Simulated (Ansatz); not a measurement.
`B[SiH](Br)C=O` + `C=CN[SiH2]Cl` → `BN(C=C)[SiH2]Cl` + `O=C[SiH2]Br`  (cleavage of the B–Si bond)

Calculated with Ansatz (gas phase, PBE0-D4/def2-TZVP geometries, no zero-point term in ΔE). CBS: MP2 limit from def2 TZ/QZ plus the TZ coupled-cluster correction, frozen cores. DFT in def2-TZVPP. B3LYP here is the variant with VWN-RPA as its local correlation; programs differ in this. For Br outer-core shells are correlated without core-valence functions, which leaves a few kJ/mol of doubt a bond. Scalar relativity is left out up to krypton. One conformer a species, not always the lowest.

| level | ΔE (kJ/mol) |
| --- | --- |
| PBE0-D4 | -134.6 |
| B3LYP-D4 | -140.5 |
| r2SCANh-D4 | -136.4 |
| CAM-B3LYP-D4 | -144.5 |
| BLYP | -128.9 |
| CCSD/def2-SVP | -155.9 |
| CCSD(T)/def2-TZVPP | -146.8 |
| HF/def2-QZVPP | -134.7 |

(1) What does CCSD(T)/CBS give? (Estimate.)

Largest T1 diagnostic among the species: 0.013.

Answers

(1) Ansatz gave: -145.7 kJ/mol. The listed levels differ from it by 11.1, 5.2, 9.3, 1.2, 16.8, -10.2, -1.1, 11.0 kJ/mol.

Leaving LDA and LC-ωPBE aside and taking each functional with its dispersion term where it has one, the values, not all of them listed here, spread over 15.7 kJ/mol, from ωB97M-V to PBE-D4. LDA lies −16.7 kJ/mol from PBE without D4. In def2-TZVPP, CCSD(T) changes the Hartree–Fock value by −12.7 kJ/mol (the triples alone add −2.8 kJ/mol) and MP2 by −19.9 kJ/mol.

CCSD(T)/CBS has its own doubt, a few kJ/mol and more with outer-core shells, so smaller differences from it don't rank the levels.
